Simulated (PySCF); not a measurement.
Assigning NMR signals

Atom-mapped SMILES (the numbers label the heavy atoms): `[CH:1]#[C:2][Si@H:3]([SiH3:4])[CH:5]([CH3:6])[CH3:7]` (H(Xn): hydrogen on atom n).

[PySCF 2.14: GFN2-xTB geometry; σ from GIAO-PBE0/pcSseg-1; one computed conformer; non-relativistic; no solvent model; averaged over atoms made equivalent by symmetry, fast rotation or ring inversion]

Shifts are taken against calculated references (same method and geometry level): TMS for 13C and 1H.

Task: Assign these signals to the numbered atoms. 13C{1H} NMR (computed): δ 105.6 (CH), 88.5 (C), 21.6 (CH3), 20.7 (CH3), 20.1 (CH).

Result: 
| δ (ppm) | atoms | environment | reason |
| --- | --- | --- | --- |
| 105.6 | C1 | terminal alkyne carbon | – |
| 88.5 | C2 | alkyne carbon | sp carbons lie upfield of alkene carbons because the cylindrical π system leaves one tensor component strongly shielded |
| 21.6 | C7 | methyl carbon | aliphatic region, no heteroatom directly attached |
| 20.7 | C6 | methyl carbon | – |
| 20.1 | C5 | sp3 CH bonded to Si | – |

C7 and C6; C6 and C5 lie closer than the usual error of such a calculation, so a measured spectrum could show them in the other order.

Task: Assign these signals to the numbered atoms. 1H NMR (300 MHz, computed): δ 4.56 (m, 1H), 3.45 (d, 3H), 2.00 (d, 1H), 1.43 (m, 1H), 1.23 (d, 3H), 1.09 (d, 3H).

Result: 
4.56 → H(Si3), hydrogen on a silicon bonded to 2 C, Si
3.45 → H(Si4), hydrogen on a silicon bonded to Si
2.00 → H(C1), hydrogen on a terminal alkyne carbon: it lies on the axis of the triple bond, in its shielding cone
1.43 → H(C5), hydrogen on an sp3 CH bonded to Si
1.23 → H(C7), hydrogen on a methyl carbon
1.09 → H(C6), hydrogen on a methyl carbon

Shifts are as computed. Against solution values, carbons near 30 ppm lie about +3 ppm off and those near 130 ppm about +5 ppm. Of 1309 compounds with measured shifts, 239 miss one by over three times the rms of a fit or turn the order of signals round; such compounds aren't used in these exercises. Multiplicities follow the n + 1 count of equivalent neighbours, as no J values were calculated; m marks all less simple cases, F and P coupling included.
